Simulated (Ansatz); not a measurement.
Total energies of C$_{5}$H$_{16}$BNSi, SMILES `BN(C(C)C)[SiH](C)C`.

Z-matrix (Å, degrees):
```
C
C 1 1.519
N 1 1.477 2 111.3
C 1 1.519 2 112.1 3 125.4
H 1 1.098 2 107.3 3 -117.0
H 2 1.093 1 110.6 3 176.5
H 2 1.092 1 110.5 3 -63.6
H 2 1.092 1 110.8 3 56.3
Si 3 1.758 1 115.9 2 -117.1
B 3 1.395 1 121.8 2 63.0
H 4 1.092 1 110.8 2 178.3
H 4 1.092 1 110.5 2 -61.8
H 4 1.093 1 110.6 2 58.0
C 9 1.869 3 110.0 1 -60.9
C 9 1.869 3 110.0 1 60.5
H 9 1.484 3 106.9 1 179.8
H 10 1.198 3 119.1 1 180.0
H 10 1.200 3 120.7 1 -0.0
H 14 1.093 9 111.9 3 60.5
H 14 1.092 9 110.8 3 -60.2
H 14 1.093 9 110.4 3 -179.8
H 15 1.094 9 110.3 3 179.5
H 15 1.092 9 110.8 3 60.0
H 15 1.093 9 111.9 3 -60.8
```

The species carries charge 0 and has multiplicity 1. The structure was optimised at the PBE0-D4/def2-TZVP level. It is one conformer, not always the lowest. Basis def2-TZVPP, the Gaussian-basis code of Ansatz.

RPA on PBE orbitals: Hartree–Fock energy of these orbitals -566.83203 Eh, correlation -2.27209 Eh (frozen core).

| functional | energy without D4 (Eh) | D4 term (kJ/mol) |
| --- | --- | --- |
| LDA (SPW92) | -565.63713 | – |
| PBE | -568.88792 | -61.2 |
| revPBE | -569.28498 | -182.4 |
| BLYP | -569.27342 | -130.9 |
| r2SCAN | -569.24731 | -17.2 |
| B97M-V | -569.38959 | – |
| PBE0 | -568.97436 | -52.7 |
| B3LYP | -569.48998 | -96.6 |
| r2SCANh | -569.23750 | -18.1 |
| r2SCAN0 | -569.22439 | -19.8 |
| HSE06 (plane-wave form) | -568.94968 | -49.1 |
| BHLYP | -569.27713 | -71.3 |
| CAM-B3LYP | -569.29484 | -53.5 |
| LC-ωPBE | -569.18712 | – |
| ωB97X-V | -569.33381 | – |
| ωB97M-V | -569.27149 | – |
| B2PLYP | -569.06225 | – |
| PBE-QIDH | -568.86029 | – |

B3LYP takes the VWN-RPA correlation (the form of Gaussian; ORCA's B3LYP/G). HSE06 is the plane-wave form, built on full-range PBE exchange. The double hybrids freeze the cores in their second-order part.

LC-ωPBE has ω = 0.4 bohr⁻¹.
